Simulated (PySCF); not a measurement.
H5NSiTe.
Bonds: N1–Si2, Si2–Te3. Hydrogens: H4, H5 on N1; H6, H7 on Si2; H8 on Te3.

Theory: PySCF 2.14.0, PBE0-D3(BJ)/def2-SVP geometry optimisation, gas phase, def2 core potentials past Kr.

**Question.** How far are the bound atoms from Te3?

**Answer.** 2 atoms: H8 1.665 Å, Si2 2.507 Å. The nearest atom not counted as bound is H6, at 3.17 Å.

**Question.** What is the shape at Te3?

**Answer.** Bent: angle 91.6°.

**Question.** What are the other bond lengths?

**Answer.** N1–Si2 1.719 Å; N1–H4, N1–H5 1.013 Å; Si2–H6, Si2–H7 1.496 Å.

**Question.** Give some angles away from the centre.

**Answer.** N1–Si2–Te3 110.7°.

**Question.** What are the rotational constants (commonest isotopes, rigid rotor)?

**Answer.** A = 15401, B = 1778, C = 1651 MHz: a near-prolate asymmetric top.

Charge 0, singlet. PBE0-D3(BJ)/def2-SVP frequencies: not computed here.

Hardware: Arm Neoverse N1, one thread, no GPU, shared host with 64 logical CPUs at a one-minute load of 58. Cost: 52 s of wall time, 0.37 GiB resident at most. This is the geometry optimisation.

Conformer computed: `[NH2:1][SiH2:2][TeH:3]`: H–N1–Si2–Te3 -55°, H–N1–Si2–Te3 149°.

One conformer stands for the species.
